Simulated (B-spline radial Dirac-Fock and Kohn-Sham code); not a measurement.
ΔSCF core binding energies without Breit or QED terms, calculated with an atomic code on a B-spline grid.

A sound run for Br⁴⁺, [Ar] 3d10 4s2 4p1: The ground state converged in 10 iterations, with total energy -2600.91608 Ha, virial ratio 1.97479 and highest orbital energy -58.30 eV. ΔSCF binding energies: K (1s) 13571.7 eV, L3 (2p3/2) 1619.4 eV, M5 (3d5/2) 133.7 eV.

A second run, with one unsound setting: The ground state converged in 10 iterations, with total energy -2507.94361 Ha, virial ratio 2.03720 and highest orbital energy -58.76 eV. ΔSCF binding energies: K (1s) 12488.0 eV, L3 (2p3/2) 1628.7 eV, M5 (3d5/2) 135.4 eV.

```
iter   energy (Ha)        error
   1    -2504.49531112  1.41e+00
   2    -2506.85667418  3.79e-01
   3    -2507.89221521  8.20e-02
   4    -2507.94126504  1.66e-02
   5    -2507.94287837  9.42e-03
   6    -2507.94360854  3.33e-04
   7    -2507.94360974  1.06e-04
   8    -2507.94360979  3.72e-06
   9    -2507.94360979  5.24e-07
  10    -2507.94360979  3.08e-08
```

Q: Which fault fits the second run best?
A. too few iterations
B. tolerance below the noise
C. damping too heavy
D. nuclear radius in wrong units

A: D. The input had radius_factor = 100.0: radius_factor inflates the nucleus far beyond its size, which weakens the binding of the inner electrons.
